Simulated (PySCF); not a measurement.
Fill in the blanks.

C₇H₆FN.
Structure used (GFN2-xTB), in Å, numbered top down from 1:
```xyz
15
C7H6FN angstrom
C     -1.573    1.405   -0.843
C     -0.705    0.459   -0.525
C     -0.627   -1.025   -0.803
C      0.699   -1.065    0.006
C      0.637   -1.847    1.211
N      0.554   -2.462    2.170
C      0.544    0.430    0.228
C      1.271    1.336    0.862
F      2.421    1.024    1.479
H     -2.452    1.186   -1.425
H     -1.435    2.426   -0.531
H     -0.519   -1.287   -1.854
H     -1.436   -1.611   -0.370
H      1.586   -1.349   -0.565
H      1.031    2.386    0.939
```

| property | level | value |
| --- | --- | --- |
| point group of the GFN2-xTB geometry | GFN2-xTB | C1 |
| rotational constants A, B, C of the GFN2-xTB geometry | GFN2-xTB | 1.931, 1.573, 0.960 GHz |
| dipole moment | PBE0/pcSseg-1 | 4.72 D |
| HOMO energy | PBE0/pcSseg-1 | ? |
| LUMO energy | PBE0/pcSseg-1 | ? |
| 13C chemical shifts (computed TMS as zero) by class | GIAO PBE0/pcSseg-1 | 156.4 (C8), 147.3 (C2), 126.0 (C7), 124.2 (C5), 113.9 (C1), 36.2 (C3), 22.7 (C4) ppm |
| 1H chemical shifts (computed TMS as zero) by class | GIAO PBE0/pcSseg-1 | ? |
| isotropic shieldings of nuclei other than C and H, by class | GIAO PBE0/pcSseg-1 | -34 (N6), 298 (F9) ppm |

Gas-phase values; electronic properties from PySCF, density fitting. Geometry: GFN2-xTB; no solvent, vibrations or thermal averaging.

Question: Give the LUMO energy.

Answer: -1.59 eV.

Question: The 1H chemical shifts (computed TMS as zero) by class?

Answer: 7.51 (H15), 5.67 (H11), 5.33 (H10), 3.52 (H14), 3.05 (H12), 2.95 (H13) ppm.

Question: Give the HOMO energy.

Answer: -7.12 eV.

The rotational constants make it an asymmetric top with κ = (2B − A − C)/(A − C) = 0.26, nearer the oblate limit (+1). With B = h/(8π²I), that is 505.379 GHz u Å² over I, the principal moments of inertia are 261.7, 321.3 and 526.7 u Å² (most abundant isotopes); the inertial defect Ic − Ia − Ib is -56.3 u Å² (zero for a rigid planar frame, negative otherwise). A dipole of 4.72 D is allowed in C1, and pure rotational transitions are dipole-allowed.

For the NMR shielding job (PBE0/pcSseg-1), on Arm Neoverse N1, one thread, shared host, this took 44 s.
